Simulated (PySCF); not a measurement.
# What a mistake does to a calculation on GeH4NO cation

All numbers below are calculated, not measured. The program is PySCF 2.14.0, an open-source quantum chemistry code, run on an isolated molecule that a program drew, which may never have been made. The molecule is GeH4NO cation (charge +1, singlet), drawn as the SMILES string `[NH2][GeH+][OH]`.

Each row is a Hartree-Fock (HF) and frozen-core CCSD(T) single point in the cc-pVDZ basis, meant for a local HF minimum. Run 1 is clean. Each other run has one planted mistake out of seven kinds, and not every kind appears here: one electron removed, one electron added, multiplicity raised by two, geometry at a saddle point, minimal basis STO-3G, one bond length entered in bohr, all coordinates scaled. The reference is restricted for singlets and unrestricted otherwise, and also for a bond in bohr. Adding or removing an electron swaps singlet and doublet. Electrons count all cores. HOMO and LUMO are orbital energies over both spins, the gradient is its largest component, and the lowest frequency (negative if imaginary) is given only where the gradient is small. Bond lengths are over the 6 bonds as drawn. T1 is the CCSD diagnostic: over 0.02 (restricted) or 0.045 (unrestricted) a single reference is doubtful. Germanium has the cc-pVDZ-PP basis, with a core potential (ECP10MDF) in place of its 10 inner electrons, and its 3s, 3p and 3d shells are frozen in CCSD(T).

Geometry of the clean run:
```xyz
7
GeH4NO cation, angstrom
N    -1.4855   -2.0473   -1.1643
Ge   -2.7287   -1.3843   -0.1796
O    -2.6480   -1.9075    1.4360
H    -1.3882   -1.8407   -2.1428
H    -0.7917   -2.6778   -0.7981
H    -3.7801   -0.4416   -0.6858
H    -3.2789   -1.6135    2.0858
```

| run | electrons | basis functions | <S^2> | HOMO (eV) | LUMO (eV) | gradient (hartree/bohr) | lowest frequency (cm^-1) | mean bond (Å) | longest bond (Å) | T1 | HF (hartree) | CCSD(T) (hartree) | mistake |
|---|---|---|---|---|---|---|---|---|---|---|---|---|---|
| 1 | 50 | 71 | 0.000 | -17.81 | -3.86 | 3.8e-05 | 242 | 1.3138 | 1.719 | 0.0173 | -424.79065 | -425.26700 | no fault |
| 2 | 50 | 71 | 0.000 | -18.25 | -3.53 | 5.4e-02 | - | 1.2494 | 1.635 | 0.0146 | -424.76887 | -425.23290 | all coordinates scaled |
| 3 | 51 | 71 | 0.769 | -5.06 | 3.26 | 5.4e-02 | - | 1.3138 | 1.719 | 0.0138 | -424.95405 | -425.43389 | one electron added |
| 4 | 49 | 71 | 0.760 | -25.71 | -13.99 | 1.0e-01 | - | 1.3138 | 1.719 | 0.0337 | -424.22146 | -424.65714 | one electron removed |
| 5 | 50 | 71 | 0.654 | -16.97 | -4.72 | 2.8e-02 | - | 1.4630 | 1.902 | 0.0709 | -424.63215 | -425.11519 | ? |
| 6 | 50 | 71 | 2.037 | -11.89 | -6.85 | 1.3e-01 | - | 1.3138 | 1.719 | 0.0286 | -424.63448 | -425.07441 | ? |

**Which mistake was planted in run 5, and what did it cost?**

The mean bond changes by a factor of 1.114 and the longest by 1.106, so the molecule wasn't scaled as a whole. A length L in bohr read as angstrom grows by (1/0.5292 - 1) L = 0.890 L. The 6 bonds together grew by 6 x 0.1492 = 0.895 Å, which gives L = 1.006 Å. That is the length of one of the H-N bonds, 1.006 Å in the clean geometry. So the mistake is: one bond length entered in bohr. Subtracting run 1 and multiplying by 627.51 kcal/mol a hartree, the energy moved by 99.5 kcal/mol in HF and 95.3 kcal/mol in CCSD(T).

**Which mistake was planted in run 6, and what did it cost?**

Electrons, basis and geometry are unchanged, and <S^2> is 2.037, beside S(S+1) = 2.00 for a multiplicity of 3. So the mistake is: multiplicity raised by two. Subtracting run 1 and multiplying by 627.51 kcal/mol a hartree, the energy moved by 98.0 kcal/mol in HF and 120.9 kcal/mol in CCSD(T).

Cautions from the logs. Run 5: T1 is over the limit, so its CCSD(T) energy is less reliable.
